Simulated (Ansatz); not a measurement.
Species: C$_{3}$H$_{10}$Sn, charge 0, multiplicity 1. 
Geometry from a B3LYP-D3(BJ)/def2-TZVP (Ansatz, a program for electronic structure) optimisation:
SMILES: [CH3][SnH]([CH3])[CH3]
```xyz
14

C      1.9024    -0.3181    -0.8192
Sn     0.0306    -0.0550     0.2329
C     -1.4696    -1.3580    -0.6224
C     -0.6142     2.0026     0.0590
H      1.7709    -0.0710    -1.8724
H      2.2379    -1.3515    -0.7393
H      2.6668     0.3337    -0.3976
H      0.2489    -0.4481     1.8973
H     -2.4180    -1.2345    -0.1009
H     -1.1561    -2.3982    -0.5412
H     -1.6123    -1.1144    -1.6750
H     -0.7540     2.2574    -0.9913
H      0.1337     2.6696     0.4864
H     -1.5570     2.1481     0.5850
```
Charge 0, spin multiplicity 1.

Parts of the frozen-core correlation energy in def2-TZVPP (Ansatz, hartree). Frozen orbitals: 12; correlated occupied orbitals by spin: 13 and 13; virtual: 258 and 258. Spin-orbit coupling is left out. Past Kr the def2 sets carry scalar-relativistic core potentials.

| term | value |
|---|---|
| reference (HF) | -332.81214 |
| MP2 opposite-spin | -0.52420 |
| MP2 same-spin | -0.13356 |
| CCSD correlation | -0.71363 |
| (T) | -0.02639 |
| T1 diagnostic | 0.009 |
| largest doubles amplitude | 0.030 |
